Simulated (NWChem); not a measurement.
SiH2BrCl; SMILES [SiH2](Br)Cl

```xyz
5

Si    -0.8565     0.6129     0.0000
Cl     0.4969     2.1623     0.0000
Br     0.1971    -1.3353     0.0000
H     -1.6769     0.6983     1.2331
H     -1.6769     0.6983    -1.2331
```
Atoms are numbered in this order, from 1.

Results from NWChem. Coordinates come from a PBE0/def2-SVP optimisation. Ions are spin-unrestricted doublets at the neutral geometry; other ion states weren't tried. Functional: LC-ωPBE (HJS hole) with def2-SVP; rows give the range parameter ω in 1/bohr.

### Question
At which range parameter does −ε(HOMO) equal the ΔSCF ionisation energy (optimal tuning)?

### Answer
about 0.39 per bohr, by linear interpolation in these runs:
```json
[
 {"range parameter (1/bohr)": "0.10", "vertical ionisation energy, ΔSCF (eV)": "10.47", "−ε(HOMO) (eV)": "8.72", "ΔSCF minus −ε(HOMO) (eV)": "1.75"},
 {"range parameter (1/bohr)": "0.25", "vertical ionisation energy, ΔSCF (eV)": "10.99", "−ε(HOMO) (eV)": "10.38", "ΔSCF minus −ε(HOMO) (eV)": "0.61"},
 {"range parameter (1/bohr)": "0.40", "vertical ionisation energy, ΔSCF (eV)": "11.34", "−ε(HOMO) (eV)": "11.38", "ΔSCF minus −ε(HOMO) (eV)": "-0.04"},
 {"range parameter (1/bohr)": "0.50", "vertical ionisation energy, ΔSCF (eV)": "11.45", "−ε(HOMO) (eV)": "11.81", "ΔSCF minus −ε(HOMO) (eV)": "-0.36"},
 {"range parameter (1/bohr)": "0.60", "vertical ionisation energy, ΔSCF (eV)": "11.52", "−ε(HOMO) (eV)": "12.10", "ΔSCF minus −ε(HOMO) (eV)": "-0.58"}
]
```
